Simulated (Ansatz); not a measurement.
System: GeCl, charge 0, multiplicity 2. SMILES: [Cl][Ge]
Geometry: optimised at B3LYP-D3(BJ)/def2-TZVP (Ansatz, a quantum-chemistry and plane-wave program).

Quantity: vertical ionisation energy (to the singlet state of charge +1; each state is the SCF solution reached for its spin), in eV. Cores are frozen in the correlated levels unless marked. Open shells are spin-unrestricted. No spin-orbit coupling. Frozen are the shells of the preceding noble gas and the d and f shells that filled before the atom's block. Non-relativistic. CBS marks a two-point X^-3 extrapolation of the correlation energy; Hartree-Fock from the larger set.

```tsv
level	program	vertical ionisation energy (eV)
SVWN5/def2-TZVPD	Ansatz	7.49
```

**Question.** Predict the CCSD(T)/CBS(def2-TZVPPD,def2-QZVPPD) result (Ansatz).

**Answer.** 7.48 eV
